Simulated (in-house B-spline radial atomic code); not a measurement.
Atomic self-consistent-field run: the rubidium ion Rb⁶⁺ (an excited or competing configuration). Level of theory: scalar-relativistic (X2C) TPSSh, spin-polarised, spherical fractional occupations, exact exchange averaged over the configuration, Fermi nucleus of rms radius 4.2036 fm; calculated with a B-spline radial code for spherical atoms.

Command:
```bash
python run_scf.py task.json out
```
Settings (nuclear radius in fm, mass in u):
```
Z                37
configuration    [Ne] 3s2 3p5 3d10 4s2 4p2
hamiltonian      x2c
method           tpssh
spin_polarised   True
nucleus          fermi
rms_radius       4.2036
atomic_mass      84.91179
speed_of_light   137.035999084
exact_exchange   averaged over the configuration
```

Output (hartree, bohr):
```
 radial grid: 67 intervals, B-splines of order 8, outer radius 15.5224 bohr

 iter        energy (Eh)    residual
    1       -2962.323612    5.88e-02
    2       -2962.326237    1.78e-03
    3       -2962.326265    4.29e-04
    4       -2962.326265    1.77e-04
    5       -2962.326266    2.52e-05
    6       -2962.326266    1.28e-05
    7       -2962.326266    6.96e-07
    8       -2962.326266    6.48e-08

 total energy                     -2962.32627
 kinetic                            3046.8657
 electron-nucleus                  -7035.2835
 Hartree                            1123.6444
 exact exchange                       -9.4479
 exchange-correlation                -88.1049

 orbital      occ     eigenvalue          <r>       <r^2>       <1/r>       r_max
 1s up      1.000      -557.8738    0.0398316    0.002149     38.8741     0.02577
 1s down    1.000      -557.8219    0.0398292  0.00214872     38.8759     0.02577
 2s up      1.000       -78.3836     0.177208   0.0370927     8.61914      0.1492
 2s down    1.000       -78.3593     0.177182   0.0370755     8.61833      0.1493
 2p up      3.000       -69.9267     0.154763    0.029314     8.26563      0.1193
 2p down    3.000       -69.8766     0.154806   0.0293273     8.26285      0.1194
 3s up      1.000       -15.1011     0.504277    0.291698     2.87456      0.4481
 3s down    1.000       -14.9679     0.504893    0.292343     2.86879      0.4485
 3p up      3.000       -12.3500     0.510591    0.303926     2.69797      0.4431
 3p down    2.000       -12.2376     0.511148    0.304496     2.69453      0.4436
 3d up      5.000        -7.8108     0.507939    0.312563     2.44654      0.3887
 3d down    5.000        -7.7104     0.507646    0.312003     2.44763      0.3886
 4s up      1.000        -4.3017      1.27185     1.81529     1.06557       1.168
 4s down    1.000        -4.1343      1.27529      1.8294     1.06647       1.166
 4p up      2.000        -3.5489      1.37802     2.14164    0.967876       1.256
```

Run time, properties included: 0.5 s on 1 thread of Intel(R) Xeon(R) Platinum 8488C, on a shared host.

One-electron X2C: radii and densities carry no picture-change correction, so inner-shell <1/r> comes out high (for 1s by about 2 % at Z = 33, 5 % at 54, 10 % at 75, 30 % at 118) and <r> low.
